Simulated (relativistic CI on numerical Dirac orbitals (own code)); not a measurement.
Transition arrays of Te11+

Calculated at this level of theory: Dirac-Coulomb-Breit CI, separate exchange-only KLI orbitals for each configuration, QED by a radiative potential, valence Slater integrals scaled by 0.9, whole transition arrays (own radial code, finite nucleus).

CI space (outside the closed core [Ar] 3d10 4s2): 4p6.4d5, 4p6.4d4.4f, 4p5.4d6, 4p6.4d4.5p, 4p6.4d4.5f. Levels of other configurations are missing.

All E1 lines from the levels of 4p6.4d5; mean and standard deviation are weighted by gf, and upper levels are sorted by their leading configuration.

| Upper configuration | Lines | Σgf | Mean (eV) | Mean (nm) | σ (eV) | Strongest line (nm) |
| --- | --- | --- | --- | --- | --- | --- |
| 4p6.4d4.4f | 6486 | 1822.1 | 103.94 | 11.929 | 2.80 | 11.950 |
| 4p5.4d6 | 2128 | 398.0 | 105.79 | 11.720 | 4.18 | 11.723 |
| 4p6.4d4.5p | 3346 | 212.8 | 94.64 | 13.101 | 4.50 | 11.877 |
| 4p6.4d4.5f | 5470 | 4.6 | 149.21 | 8.309 | 2.98 | 8.146 |

Σgf per state of the lower configuration in bins of 0.1 nm over the central range (centre: value): 11.15: 0.04, 11.25: 0.10, 11.35: 0.10, 11.45: 0.21, 11.55: 0.38, 11.65: 0.61, 11.75: 1.00, 11.85: 2.11, 11.95: 2.85, 12.05: 0.70, 12.15: 0.27, 12.25: 0.12, 12.35: 0.13, 12.45: 0.05, 12.65: 0.03, 12.75: 0.03, 12.95: 0.04, 13.05: 0.05, 13.15: 0.07, 13.25: 0.13, 13.35: 0.15, 13.45: 0.10, 13.55: 0.07.

(1) How do configuration mixing and the scaling of the Slater integrals move the arrays?

## Answers

(1) Slater scale 0.9, no configuration mixing: 4p6.4d4.4f 97.7 ± 4.4 eV (Σgf 1341.2), 4p5.4d6 93.5 ± 7.7 eV (Σgf 728.6), 4p6.4d4.5p 92.7 ± 2.2 eV (Σgf 176.7), 4p6.4d4.5f 150.5 ± 2.4 eV (Σgf 12.7); Slater scale 1: 4p6.4d4.4f 105.9 ± 2.9 eV (Σgf 1812.9), 4p5.4d6 108.0 ± 4.0 eV (Σgf 469.5), 4p6.4d4.5p 93.9 ± 4.0 eV (Σgf 193.3), 4p6.4d4.5f 149.2 ± 3.3 eV (Σgf 6.8); Slater scale 0.8: 4p6.4d4.4f 101.9 ± 2.7 eV (Σgf 1728.7), 4p5.4d6 103.5 ± 4.0 eV (Σgf 428.1), 4p6.4d4.5p 94.7 ± 4.1 eV (Σgf 232.8), 4p6.4d4.5f 149.2 ± 2.7 eV (Σgf 3.1). With mixing, levels are counted to their leading configuration, so an array can shrink or vanish into another, and the sums then hold other lines.
